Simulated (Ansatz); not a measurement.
A short molecular-dynamics run on `C[CH](C)[GeH]`.

```yaml
crystal:
  periodic: [false, false, false]
  atoms:
    - {symbol: C, position_ang: [-0.644840, 0.948397, -0.674256]}
    - {symbol: C, position_ang: [0.234437, -0.275578, -0.481699]}
    - {symbol: C, position_ang: [1.019294, -0.207259, 0.826977]}
    - {symbol: Ge, position_ang: [-0.765210, -2.010192, -0.390848]}
    - {symbol: H, position_ang: [-1.218499, 0.906903, -1.604922]}
    - {symbol: H, position_ang: [-1.357593, 1.048993, 0.149454]}
    - {symbol: H, position_ang: [-0.044048, 1.865781, -0.708202]}
    - {symbol: H, position_ang: [0.944652, -0.350537, -1.312591]}
    - {symbol: H, position_ang: [1.694788, 0.656325, 0.831986]}
    - {symbol: H, position_ang: [0.347083, -0.100224, 1.684037]}
    - {symbol: H, position_ang: [1.642698, -1.092866, 0.997514]}
    - {symbol: H, position_ang: [-1.775962, -1.445043, 0.716449]}
basis:
  gaussian: {orbitals: "6-31G*"}
magnetization: {spin_polarized: true, initial_magnetization: 0}
hamiltonian: {xc: {name: revPBE}}
md: {timestep: 1 fs, n_steps: 20, ensemble: nvt_nose_hoover, temperature: 500, initial_velocities: maxwell_boltzmann, seed: 65}
```

```sh
$ ansatz run in.yaml --threads 4 --pin off --events-out ev --progress --plain --max-ram 10444MiB
```

```json
{"step": "0", "time (fs)": "0.0", "potential energy (eV)": "-59745.6537", "kinetic (eV)": "0.6463", "T (K)": "500", "conserved (eV)": "-59745.0074"}
{"step": "1", "time (fs)": "1.0", "potential energy (eV)": "-59745.5289", "kinetic (eV)": "0.5306", "T (K)": "410", "conserved (eV)": "-59744.9983"}
{"step": "2", "time (fs)": "2.0", "potential energy (eV)": "-59745.3775", "kinetic (eV)": "0.3933", "T (K)": "304", "conserved (eV)": "-59744.9842"}
{"step": "3", "time (fs)": "3.0", "potential energy (eV)": "-59745.3900", "kinetic (eV)": "0.3987", "T (K)": "308", "conserved (eV)": "-59744.9914"}
{"step": "4", "time (fs)": "4.0", "potential energy (eV)": "-59745.4758", "kinetic (eV)": "0.4729", "T (K)": "366", "conserved (eV)": "-59745.0031"}
{"step": "5", "time (fs)": "5.0", "potential energy (eV)": "-59745.4619", "kinetic (eV)": "0.4608", "T (K)": "357", "conserved (eV)": "-59745.0013"}
{"step": "6", "time (fs)": "6.0", "potential energy (eV)": "-59745.3537", "kinetic (eV)": "0.3600", "T (K)": "279", "conserved (eV)": "-59744.9941"}
{"step": "7", "time (fs)": "7.0", "potential energy (eV)": "-59745.2535", "kinetic (eV)": "0.2652", "T (K)": "205", "conserved (eV)": "-59744.9888"}
{"step": "8", "time (fs)": "8.0", "potential energy (eV)": "-59745.2440", "kinetic (eV)": "0.2571", "T (K)": "199", "conserved (eV)": "-59744.9875"}
{"step": "9", "time (fs)": "9.0", "potential energy (eV)": "-59745.3453", "kinetic (eV)": "0.3548", "T (K)": "274", "conserved (eV)": "-59744.9914"}
{"step": "10", "time (fs)": "10.0", "potential energy (eV)": "-59745.4952", "kinetic (eV)": "0.4962", "T (K)": "384", "conserved (eV)": "-59745.0002"}
{"step": "11", "time (fs)": "11.0", "potential energy (eV)": "-59745.5637", "kinetic (eV)": "0.5582", "T (K)": "432", "conserved (eV)": "-59745.0070"}
{"step": "12", "time (fs)": "12.0", "potential energy (eV)": "-59745.4655", "kinetic (eV)": "0.4674", "T (K)": "362", "conserved (eV)": "-59745.0000"}
{"step": "13", "time (fs)": "13.0", "potential energy (eV)": "-59745.3196", "kinetic (eV)": "0.3370", "T (K)": "261", "conserved (eV)": "-59744.9849"}
{"step": "14", "time (fs)": "14.0", "potential energy (eV)": "-59745.3333", "kinetic (eV)": "0.3461", "T (K)": "268", "conserved (eV)": "-59744.9898"}
{"step": "15", "time (fs)": "15.0", "potential energy (eV)": "-59745.4443", "kinetic (eV)": "0.4445", "T (K)": "344", "conserved (eV)": "-59745.0029"}
{"step": "16", "time (fs)": "16.0", "potential energy (eV)": "-59745.4615", "kinetic (eV)": "0.4624", "T (K)": "358", "conserved (eV)": "-59745.0027"}
{"step": "17", "time (fs)": "17.0", "potential energy (eV)": "-59745.3646", "kinetic (eV)": "0.3733", "T (K)": "289", "conserved (eV)": "-59744.9953"}
{"step": "18", "time (fs)": "18.0", "potential energy (eV)": "-59745.2559", "kinetic (eV)": "0.2715", "T (K)": "210", "conserved (eV)": "-59744.9888"}
{"step": "19", "time (fs)": "19.0", "potential energy (eV)": "-59745.2354", "kinetic (eV)": "0.2534", "T (K)": "196", "conserved (eV)": "-59744.9867"}
{"step": "20", "time (fs)": "20.0", "potential energy (eV)": "-59745.3350", "kinetic (eV)": "0.3495", "T (K)": "270", "conserved (eV)": "-59744.9908"}
```

Velocities are drawn at the set temperature; a run this short doesn't reach equilibrium.

Frames (Å, forces in eV/Å):

```xyz
12
time=0.0 fs
C    -0.645    0.948   -0.674   -0.112    0.110   -0.038
C     0.234   -0.276   -0.482    0.021   -0.022   -0.133
C     1.019   -0.207    0.827    0.072   -0.047    0.137
Ge   -0.765   -2.010   -0.391   -0.048   -0.609   -0.247
H    -1.218    0.907   -1.605   -0.213    0.007   -0.339
H    -1.358    1.049    0.149   -0.258    0.075    0.269
H    -0.044    1.866   -0.708    0.200    0.358   -0.021
H     0.945   -0.351   -1.313    0.246   -0.040   -0.292
H     1.695    0.656    0.832    0.264    0.314    0.018
H     0.347   -0.100    1.684   -0.195    0.046    0.322
H     1.643   -1.093    0.998    0.246   -0.300    0.085
H    -1.776   -1.445    0.716   -0.225    0.109    0.237
12
time=1.0 fs
C    -0.642    0.951   -0.666    0.588   -0.189   -2.232
C     0.234   -0.277   -0.486   -0.471    0.062    0.473
C     1.017   -0.209    0.822   -0.145    0.159    0.085
Ge   -0.765   -2.010   -0.390   -0.059   -0.633   -0.229
H    -1.235    0.932   -1.613    0.215   -0.109    0.179
H    -1.337    1.007    0.107   -1.531    0.356    1.859
H    -0.057    1.873   -0.715    0.301    0.448    0.131
H     0.941   -0.359   -1.284    0.812   -0.089   -1.075
H     1.686    0.649    0.835    0.361    0.626   -0.025
H     0.350   -0.108    1.676   -0.333    0.061    0.519
H     1.657   -1.063    0.998    0.453   -0.815    0.111
H    -1.816   -1.442    0.682   -0.192    0.123    0.201
12
time=2.0 fs
C    -0.638    0.954   -0.660    1.042   -0.194   -3.679
C     0.234   -0.278   -0.491   -0.718    0.134    0.784
C     1.015   -0.211    0.818   -0.178    0.298    0.200
Ge   -0.764   -2.010   -0.389   -0.108   -0.638   -0.173
H    -1.250    0.956   -1.619    0.542   -0.230    0.548
H    -1.332    0.969    0.082   -2.340    0.486    2.832
H    -0.067    1.885   -0.720    0.293    0.394    0.293
H     0.945   -0.367   -1.265    1.122   -0.114   -1.528
H     1.682    0.647    0.838    0.322    0.749   -0.060
H     0.350   -0.116    1.673   -0.349    0.055    0.560
H     1.675   -1.041    0.999    0.489   -1.054    0.093
H    -1.858   -1.438    0.650   -0.118    0.115    0.130
12
time=3.0 fs
C    -0.634    0.957   -0.657    0.425   -0.020   -3.492
C     0.233   -0.280   -0.494   -0.484    0.153    0.575
C     1.012   -0.213    0.814    0.055    0.325    0.502
Ge   -0.764   -2.010   -0.388   -0.188   -0.632   -0.097
H    -1.260    0.977   -1.620    0.720   -0.340    0.711
H    -1.348    0.936    0.084   -1.849    0.545    2.363
H    -0.074    1.900   -0.722    0.215    0.222    0.447
H     0.960   -0.377   -1.261    0.933   -0.078   -1.406
H     1.680    0.652    0.841    0.143    0.647   -0.086
H     0.347   -0.123    1.675   -0.238    0.030    0.430
H     1.698   -1.029    1.001    0.279   -0.942    0.014
H    -1.901   -1.433    0.619   -0.011    0.089    0.040
12
time=4.0 fs
C    -0.629    0.960   -0.656   -0.855    0.131   -2.206
C     0.232   -0.281   -0.497    0.121    0.127   -0.010
C     1.010   -0.214    0.810    0.479    0.276    0.907
Ge   -0.763   -2.010   -0.387   -0.284   -0.619   -0.017
H    -1.262    0.995   -1.614    0.740   -0.425    0.674
H    -1.383    0.907    0.109   -0.493    0.659    0.998
H    -0.079    1.918   -0.720    0.114   -0.013    0.571
H     0.983   -0.388   -1.270    0.335    0.018   -0.841
H     1.679    0.664    0.843   -0.117    0.380   -0.102
H     0.342   -0.129    1.681   -0.048   -0.003    0.186
H     1.723   -1.027    1.003   -0.108   -0.585   -0.107
H    -1.945   -1.427    0.589    0.115    0.054   -0.054
12
time=5.0 fs
C    -0.625    0.963   -0.657   -1.851    0.219   -0.818
C     0.231   -0.282   -0.501    0.771    0.102   -0.625
C     1.008   -0.215    0.806    0.926    0.214    1.282
Ge   -0.763   -2.011   -0.385   -0.382   -0.604    0.055
H    -1.258    1.010   -1.602    0.601   -0.472    0.446
H    -1.422    0.885    0.143    0.758    0.790   -0.260
H    -0.083    1.935   -0.713    0.024   -0.254    0.649
H     1.010   -0.398   -1.287   -0.354    0.136   -0.175
H     1.678    0.679    0.843   -0.369    0.056   -0.108
H     0.336   -0.136    1.689    0.152   -0.035   -0.085
H     1.748   -1.029    1.004   -0.521   -0.167   -0.225
H    -1.987   -1.420    0.558    0.245    0.015   -0.137
12
time=6.0 fs
C    -0.623    0.966   -0.659   -2.225    0.254    0.328
C     0.230   -0.283   -0.504    1.234    0.111   -1.042
C     1.006   -0.216    0.804    1.254    0.171    1.517
Ge   -0.763   -2.011   -0.384   -0.471   -0.587    0.110
H    -1.248    1.019   -1.585    0.317   -0.473    0.037
H    -1.454    0.871    0.175    1.526    0.869   -1.057
H    -0.086    1.950   -0.699   -0.034   -0.452    0.671
H     1.034   -0.408   -1.306   -0.890    0.237    0.350
H     1.673    0.695    0.843   -0.543   -0.225   -0.102
H     0.331   -0.143    1.697    0.301   -0.058   -0.304
H     1.768   -1.034    1.003   -0.834    0.174   -0.307
H    -2.027   -1.414    0.525    0.364   -0.021   -0.204
12
time=7.0 fs
C    -0.622    0.969   -0.661   -2.105    0.223    1.252
C     0.230   -0.284   -0.509    1.444    0.156   -1.210
C     1.006   -0.217    0.803    1.391    0.148    1.555
Ge   -0.762   -2.012   -0.383   -0.543   -0.567    0.148
H    -1.235    1.025   -1.568   -0.060   -0.425   -0.495
H    -1.471    0.864    0.196    1.867    0.880   -1.454
H    -0.090    1.961   -0.679   -0.054   -0.569    0.632
H     1.049   -0.415   -1.322   -1.190    0.304    0.658
H     1.662    0.709    0.842   -0.601   -0.398   -0.085
H     0.329   -0.150    1.701    0.365   -0.071   -0.419
H     1.779   -1.037    0.999   -0.979    0.371   -0.335
H    -2.063   -1.407    0.491    0.464   -0.052   -0.248
12
time=8.0 fs
C    -0.623    0.973   -0.662   -1.736    0.120    1.899
C     0.232   -0.285   -0.514    1.413    0.227   -1.145
C     1.007   -0.217    0.804    1.317    0.137    1.383
Ge   -0.762   -2.012   -0.382   -0.591   -0.544    0.167
H    -1.222    1.026   -1.556   -0.404   -0.337   -0.987
H    -1.471    0.867    0.204    1.884    0.827   -1.554
H    -0.095    1.966   -0.653   -0.032   -0.586    0.532
H     1.052   -0.419   -1.331   -1.250    0.333    0.748
H     1.646    0.719    0.840   -0.537   -0.433   -0.057
H     0.331   -0.159    1.702    0.332   -0.074   -0.409
H     1.781   -1.036    0.992   -0.932    0.403   -0.307
H    -2.095   -1.401    0.454    0.536   -0.073   -0.271
12
time=9.0 fs
C    -0.625    0.976   -0.661   -1.308   -0.032    2.042
C     0.235   -0.285   -0.521    1.150    0.319   -0.859
C     1.009   -0.218    0.805    1.035    0.143    1.022
Ge   -0.762   -2.013   -0.381   -0.613   -0.518    0.170
H    -1.213    1.024   -1.553   -0.554   -0.227   -1.205
H    -1.452    0.877    0.197    1.601    0.710   -1.369
H    -0.100    1.966   -0.622    0.032   -0.503    0.379
H     1.044   -0.420   -1.333   -1.073    0.325    0.621
H     1.625    0.724    0.837   -0.361   -0.325   -0.022
H     0.336   -0.168    1.698    0.206   -0.072   -0.278
H     1.775   -1.031    0.982   -0.692    0.265   -0.229
H    -2.122   -1.396    0.415    0.578   -0.085   -0.273
12
time=10.0 fs
C    -0.628    0.980   -0.658   -0.820   -0.195    1.435
C     0.238   -0.286   -0.528    0.644    0.432   -0.341
C     1.011   -0.218    0.807    0.576    0.175    0.523
Ge   -0.762   -2.013   -0.380   -0.605   -0.492    0.157
H    -1.210    1.020   -1.562   -0.427   -0.108   -1.002
H    -1.418    0.894    0.177    0.939    0.518   -0.813
H    -0.104    1.961   -0.587    0.135   -0.333    0.182
H     1.025   -0.417   -1.330   -0.656    0.277    0.268
H     1.600    0.727    0.834   -0.101   -0.099    0.018
H     0.343   -0.177    1.692    0.011   -0.068   -0.059
H     1.761   -1.024    0.969   -0.282   -0.024   -0.114
H    -2.143   -1.391    0.373    0.586   -0.083   -0.254
12
time=11.0 fs
C    -0.632    0.983   -0.655   -0.062   -0.334    0.022
C     0.242   -0.286   -0.535   -0.090    0.570    0.396
C     1.014   -0.219    0.810    0.023    0.237   -0.025
Ge   -0.762   -2.014   -0.379   -0.564   -0.470    0.129
H    -1.210    1.014   -1.581   -0.109    0.018   -0.465
H    -1.375    0.916    0.149   -0.201    0.252    0.237
H    -0.107    1.953   -0.551    0.264   -0.115   -0.042
H     1.000   -0.412   -1.323   -0.026    0.192   -0.296
H     1.575    0.729    0.832    0.190    0.183    0.060
H     0.350   -0.187    1.685   -0.204   -0.067    0.187
H     1.745   -1.017    0.956    0.221   -0.397    0.015
H    -2.159   -1.388    0.329    0.559   -0.069   -0.218
12
time=12.0 fs
C    -0.637    0.986   -0.651    1.018   -0.440   -1.852
C     0.247   -0.285   -0.542   -0.908    0.712    1.219
C     1.017   -0.219    0.813   -0.474    0.288   -0.502
Ge   -0.762   -2.015   -0.378   -0.488   -0.458    0.086
H    -1.212    1.009   -1.603    0.227    0.146    0.167
H    -1.334    0.940    0.123   -1.665   -0.033    1.653
H    -0.108    1.943   -0.515    0.389    0.092   -0.272
H     0.975   -0.406   -1.320    0.669    0.096   -0.933
H     1.551    0.732    0.829    0.442    0.415    0.105
H     0.355   -0.198    1.680   -0.373   -0.070    0.374
H     1.731   -1.014    0.943    0.667   -0.706    0.122
H    -2.169   -1.385    0.282    0.496   -0.040   -0.168
12
time=13.0 fs
C    -0.640    0.989   -0.649    1.809   -0.531   -3.168
C     0.250   -0.284   -0.548   -1.499    0.801    1.812
C     1.020   -0.219    0.815   -0.740    0.260   -0.802
Ge   -0.762   -2.016   -0.376   -0.376   -0.462    0.031
H    -1.212    1.005   -1.625    0.458    0.264    0.681
H    -1.309    0.964    0.113   -2.681   -0.235    2.616
H    -0.105    1.935   -0.481    0.467    0.227   -0.488
H     0.956   -0.398   -1.325    1.129    0.034   -1.334
H     1.531    0.739    0.828    0.588    0.487    0.151
H     0.357   -0.210    1.679   -0.433   -0.075    0.427
H     1.724   -1.017    0.931    0.880   -0.770    0.181
H    -2.175   -1.382    0.234    0.398    0.000   -0.106
12
time=14.0 fs
C    -0.642    0.991   -0.649    1.539   -0.559   -2.855
C     0.252   -0.283   -0.553   -1.583    0.787    1.860
C     1.022   -0.218    0.816   -0.707    0.121   -0.891
Ge   -0.763   -2.017   -0.375   -0.231   -0.483   -0.033
H    -1.207    1.004   -1.639    0.539    0.358    0.959
H    -1.310    0.986    0.128   -2.406   -0.328    2.162
H    -0.098    1.928   -0.452    0.458    0.248   -0.670
H     0.948   -0.390   -1.344    1.094    0.041   -1.197
H     1.517    0.751    0.829    0.603    0.347    0.197
H     0.354   -0.222    1.681   -0.360   -0.075    0.321
H     1.725   -1.028    0.920    0.785   -0.509    0.188
H    -2.177   -1.380    0.185    0.269    0.050   -0.041
12
time=15.0 fs
C    -0.642    0.993   -0.652    0.579   -0.447   -1.264
C     0.253   -0.280   -0.556   -1.208    0.686    1.392
C     1.024   -0.218    0.817   -0.463   -0.074   -0.818
Ge   -0.763   -2.017   -0.374   -0.065   -0.514   -0.098
H    -1.197    1.006   -1.645    0.468    0.421    0.964
H    -1.333    1.004    0.164   -1.200   -0.381    0.668
H    -0.086    1.924   -0.430    0.346    0.153   -0.802
H     0.951   -0.382   -1.373    0.628    0.100   -0.562
H     1.509    0.767    0.831    0.511    0.041    0.238
H     0.348   -0.235    1.687   -0.181   -0.063    0.095
H     1.733   -1.044    0.912    0.465   -0.028    0.165
H    -2.176   -1.376    0.135    0.119    0.106    0.022
12
time=16.0 fs
C    -0.642    0.994   -0.655   -0.170   -0.231    0.497
C     0.253   -0.277   -0.558   -0.680    0.558    0.738
C     1.025   -0.217    0.818   -0.165   -0.243   -0.676
Ge   -0.763   -2.019   -0.373    0.106   -0.546   -0.157
H    -1.182    1.013   -1.641    0.258    0.450    0.700
H    -1.369    1.019    0.207    0.005   -0.419   -0.769
H    -0.071    1.922   -0.415    0.160   -0.007   -0.876
H     0.959   -0.372   -1.408    0.034    0.159    0.236
H     1.506    0.783    0.835    0.366   -0.320    0.267
H     0.340   -0.249    1.694    0.038   -0.038   -0.168
H     1.746   -1.060    0.905    0.085    0.476    0.135
H    -2.174   -1.372    0.086   -0.037    0.160    0.075
12
time=17.0 fs
C    -0.643    0.996   -0.659   -0.411   -0.011    1.903
C     0.252   -0.274   -0.560   -0.243    0.443    0.188
C     1.026   -0.217    0.817    0.074   -0.341   -0.543
Ge   -0.763   -2.020   -0.372    0.259   -0.566   -0.203
H    -1.165    1.023   -1.631   -0.058    0.449    0.212
H    -1.404    1.030    0.241    0.813   -0.429   -1.678
H    -0.054    1.919   -0.408   -0.041   -0.158   -0.885
H     0.968   -0.361   -1.441   -0.441    0.187    0.896
H     1.506    0.795    0.842    0.220   -0.623    0.279
H     0.333   -0.263    1.699    0.232   -0.003   -0.389
H     1.760   -1.072    0.899   -0.227    0.849    0.109
H    -2.172   -1.367    0.037   -0.178    0.205    0.112
12
time=18.0 fs
C    -0.643    0.997   -0.660   -0.319    0.139    2.862
C     0.251   -0.270   -0.561    0.023    0.349   -0.148
C     1.028   -0.217    0.816    0.203   -0.368   -0.467
Ge   -0.763   -2.021   -0.371    0.370   -0.561   -0.230
H    -1.149    1.038   -1.619   -0.397    0.424   -0.366
H    -1.431    1.037    0.260    1.253   -0.410   -2.102
H    -0.038    1.915   -0.410   -0.198   -0.237   -0.827
H     0.973   -0.349   -1.466   -0.711    0.178    1.299
H     1.508    0.802    0.852    0.107   -0.792    0.271
H     0.328   -0.277    1.700    0.355    0.032   -0.511
H     1.771   -1.075    0.894   -0.404    1.017    0.089
H    -2.172   -1.359   -0.011   -0.282    0.230    0.131
12
time=19.0 fs
C    -0.644    0.998   -0.660   -0.161    0.200    3.258
C     0.250   -0.266   -0.562    0.120    0.269   -0.261
C     1.029   -0.218    0.815    0.208   -0.332   -0.469
Ge   -0.764   -2.022   -0.370    0.420   -0.520   -0.240
H    -1.136    1.057   -1.610   -0.626    0.371   -0.793
H    -1.446    1.040    0.259    1.419   -0.368   -2.163
H    -0.023    1.908   -0.420   -0.276   -0.214   -0.703
H     0.970   -0.334   -1.477   -0.775    0.139    1.431
H     1.512    0.801    0.865    0.043   -0.794    0.245
H     0.326   -0.291    1.697    0.383    0.059   -0.511
H     1.779   -1.069    0.891   -0.424    0.963    0.074
H    -2.175   -1.349   -0.057   -0.331    0.227    0.133
12
time=20.0 fs
C    -0.645    1.000   -0.657   -0.083    0.192    2.908
C     0.250   -0.262   -0.564    0.058    0.198   -0.153
C     1.030   -0.218    0.814    0.085   -0.240   -0.553
Ge   -0.764   -2.023   -0.368    0.401   -0.440   -0.236
H    -1.129    1.080   -1.608   -0.629    0.271   -0.843
H    -1.448    1.040    0.237    1.326   -0.303   -1.895
H    -0.011    1.900   -0.437   -0.266   -0.090   -0.525
H     0.961   -0.318   -1.476   -0.640    0.080    1.294
H     1.515    0.793    0.879    0.033   -0.624    0.206
H     0.328   -0.304    1.688    0.313    0.072   -0.387
H     1.782   -1.053    0.887   -0.282    0.692    0.062
H    -2.181   -1.337   -0.102   -0.316    0.192    0.122
```

It took 33 s on 4 threads of an Arm Neoverse V2 on a shared host, with 0.17 GiB of host memory at the peak.
